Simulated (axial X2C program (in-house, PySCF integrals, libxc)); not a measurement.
Nuclear properties of PdTe⁻

Computed with an in-house all-electron X2C program for linear molecules (integrals from PySCF): two-component X2C with atomic mean-field Coulomb and Gaunt terms, Gaussian nuclei, basis Te dyall-acv3z, Pd dyall-acv3z with contracted cores.

R = 2.457 Å (near the PBE0 minimum at charge -1 of the determinant lowest at the starting distance; the state shown can have its own minimum elsewhere).

Determinant lowest in the PBE0 search, Ω = 3/2 (⟨Sz⟩ = 0.50, ⟨Lz⟩ = 1.00 at PBE0), spin on the atoms Te 0.38, Pd 0.12:

| level | Eeff magnitude (GV/cm) | Ws magnitude Te (kHz) | Ws magnitude Pd (kHz) | A∥/gI Te (MHz) | qzz Te (a.u.) | A∥/gI Pd (MHz) | qzz Pd (a.u.) |
| --- | --- | --- | --- | --- | --- | --- | --- |
| PBE0 | 0.224 | 0.307 | 0.0721 | 329 | 0.25 | 72.8 | 1.18 |
| HF | 1.16 | 0.62 | 0.0301 | 392 | -3.24 | -93.1 | -0.48 |
| LDA | 0.1 | 0.153 | 0.0664 | 343 | 1.59 | 109 | 1.91 |
| BHandHLYP | 0.309 | 0.339 | 0.0708 | 388 | -0.93 | 28.9 | 0.65 |
| BP86 | 0.0633 | 0.199 | 0.0481 | 323 | 1.47 | 118 | 1.79 |

Eeff is the effective electric field on the electron electric dipole moment in this Ω state and Ws the scalar–pseudoscalar constant of the nucleus named (defined with the proton number Z and per Ω); A∥ (defined per Ω) follows by multiplying with gI = μI/(I μN); qzz is the electric field gradient, eQq0 = 234.96 MHz × Q/barn × qzz. The operators were transformed with the bare-nucleus X2C matrices; with these basis sets, hyperfine constants and field gradients can be off by tens of per cent, and where levels differ in sign neither size nor sign is settled.

Q: With gI(125Te) = -1.7770 (g factors from the IAEA table of nuclear moments by Stone), turn the PBE0 values of the first state into constants in MHz.

A: A∥(125Te) = 329 × -1.7770 = -585 MHz.

Each state is one determinant with collinear spin. Unrestricted Hartree–Fock can overshoot spin polarisation at the nuclei. In the state Ω = 3/2 the sign of Eeff differs between levels (LDA against PBE0). For an anion, determinants above electron detachment, or with a positive highest level, are held by the basis set. Where Eeff spreads by more than a factor of two the levels disagree and none is to be relied on. The search compared states at one distance, so a state with another bond length can lie lower. Further determinants of the search, some of them spin-mixed, are not shown. Where a field gradient or hyperfine factor spreads by more than a factor of two over the levels, a constant derived from it is not to be relied on.
